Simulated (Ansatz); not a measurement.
Geometry optimisation, DFT PBE, scalar-relativistic, plane waves, PAW in Ansatz.

input.yaml

```yaml
crystal:
  lattice:
    - [0.0, 5.43, 5.43]
    - [5.43, 0.0, 5.43]
    - [5.43, 5.43, 0.0]
  atoms:
    - { symbol: Si, position: [0.0, 0.0, 0.0] }
    - { symbol: Si, position: [0.125, 0.125, 0.125] }
    - { symbol: Si, position: [0.0, 0.0, 0.5] }
    - { symbol: Si, position: [0.125, 0.125, 0.625] }
    - { symbol: Si, position: [0.0, 0.5, 0.0] }
    - { symbol: Si, position: [0.125, 0.625, 0.125] }
    - { symbol: Si, position: [0.0, 0.5, 0.5] }
    - { symbol: Si, position: [0.125, 0.625, 0.625] }
    - { symbol: Si, position: [0.5, 0.0, 0.0] }
    - { symbol: Si, position: [0.625, 0.125, 0.125] }
    - { symbol: Si, position: [0.5, 0.0, 0.5] }
    - { symbol: Si, position: [0.625, 0.125, 0.625] }
    - { symbol: Si, position: [0.5, 0.5, 0.0] }
    - { symbol: Si, position: [0.625, 0.625, 0.125] }
    - { symbol: Si, position: [0.5, 0.5, 0.5] }
    - { symbol: Si, position: [0.625, 0.625, 0.625] }
    - { symbol: Cu, position: [0.30801156, 0.80963669, 0.32207816] }
total_charge: 1
basis:
  ecutwfc: 420.0
kpoints:
  mp_grid: { grid: [2, 2, 2] }
hamiltonian:
  xc: pbe
  pseudopotentials: { kind: paw, azcp: { folder: soft_1 } }
scf:
  occupations: { method: gaussian, width: 0.02 }
  lower_state_search: "off"
relax:
  f_tol: 0.03
  max_steps: 60
  adjacent_minimum: "off"
output:
  write_density: true
  write_potential: true
  elf: true
  volumetric_format: npy
```

Launched with:

```bash
$ ansatz run input.yaml --threads 1 --pin off --max-ram 3072MiB --backend cpu --events-out ev --progress --plain --runs-dir out
```

Where does it end, and by what steps?

The run converged. The force dipped under the threshold on the way, but the program's further checks kept it going. Limits of this set-up: a small cell, in which the defect meets its images, charged cell in a uniform background, uncorrected. After 24 steps the energy has fallen by 0.686 eV; Cu17 moved furthest, 0.62 Å. Joined: Si11–Cu17 (3.51 → 2.65 Å).

```csv
step,energy less start (eV),largest force component (eV/Å),accepted
0,0.0000,2.147,yes
1,-0.4917,0.888,yes
2,-0.6239,0.161,yes
3,-0.6302,0.028,yes
4,-0.6302,0.028,yes
5,-0.6307,0.058,yes
6,-0.6305,0.013,yes
7,-0.6305,0.013,yes
8,-0.6315,0.029,yes
9,-0.6313,0.080,no
10,-0.6327,0.064,yes
11,-0.6337,0.093,yes
12,-0.6372,0.070,yes
13,-0.6390,0.032,yes
14,-0.6393,0.008,yes
15,-0.6394,0.008,yes
16,-0.6396,0.013,yes
17,-0.6401,0.020,yes
18,-0.6430,0.037,yes
19,-0.6533,0.077,yes
20,-0.6635,0.107,yes
21,-0.6780,0.132,yes
22,-0.6840,0.068,yes
23,-0.6859,0.024,yes
24,-0.6859,0.024,yes
```

```xyz
17
Lattice="0.0000 5.4300 5.4300 5.4300 0.0000 5.4300 5.4300 5.4300 0.0000" Properties=species:S:1:pos:R:3
Si -0.005 0.002 0.019
Si 1.392 1.310 1.355
Si 2.797 2.612 -0.107
Si 4.074 4.006 1.286
Si 2.759 0.082 2.790
Si 4.120 1.417 4.124
Si 5.427 2.743 2.712
Si 6.826 4.075 4.023
Si -0.080 2.662 2.765
Si 1.295 4.020 4.096
Si 2.559 5.296 2.576
Si 3.968 6.606 3.894
Si 2.708 2.742 5.450
Si 4.018 4.108 6.820
Si 5.357 5.484 5.378
Si 6.727 6.819 6.732
Cu 6.503 3.738 6.456
```

The run took 3.2 min on 1 thread of Arm Neoverse V1, with other jobs on the host, peak memory 0.59 GiB.
